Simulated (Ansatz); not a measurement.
## Energy profile

The step: SiH₄SO₂ ([OH][SiH]([OH])[SH]) → SiH₂O₂ ([OH][Si][OH]) + H₂S; bonds formed: S2–H3; bonds broken: Si1–S2, Si1–H3 (atoms numbered as in the saddle structure below).

```xyz
8
angstrom
Si -0.1805 0.6352 0.4282
S -1.1047 -1.1706 -1.1294
H -1.5496 -0.1833 0.2050
O 0.1782 1.7764 -0.6767
O 1.2471 -0.0165 0.9196
H -0.7818 -2.1136 -0.2293
H 0.9611 1.6439 -1.2193
H 1.2303 -0.5713 1.7019
```

Electronic energies by CCSD(T) at an estimated basis limit (MP2 extrapolated from triple and quadruple zeta, plus CCSD(T) − MP2 in triple zeta), on PBE0-D4/def2-TZVP structures; SiH$_{4}$SO$_{2}$, singlet; no counterpoise correction. Computed with Ansatz 0.2.0 (basis: def2-TZVPP and def2-QZVPP); correlated methods freeze the cores. Extrapolation: Hartree–Fock as exp(−7.88 √X), correlation as X^−2.97.

Question: Give the profile in kcal/mol, counted from the start structure. (An estimate is asked for; the value comes from the calculation.)

Answer: By the calculation:
| point | kcal/mol |
| --- | --- |
| start structure | 0.00 |
| saddle | 69.47 |
| end structure | 45.70 |
| separated: SiH$_{2}$O$_{2}$ (linked as [OH][Si][OH]; Si1, O4, O5, H7, H8; singlet) + H$_{2}$S (S2, H3, H6; singlet) | 47.51 |

The T1 diagnostic stays at or below 0.015. The restricted Hartree–Fock reference is unstable towards an unrestricted one at one or more of these structures.

Losses and insertions of silylenes and their heavier kin drive the gas-phase chemistry of silicon and germanium vapour deposition.

For scale, one of the runs: CCSD(T)/def2-TZVPP, 202 basis functions (an equivalent command: `ansatz run in.yaml --threads 4`). The run took 30 s on 4 CPU threads (shared host), with 2.5 GiB of host memory at its peak.
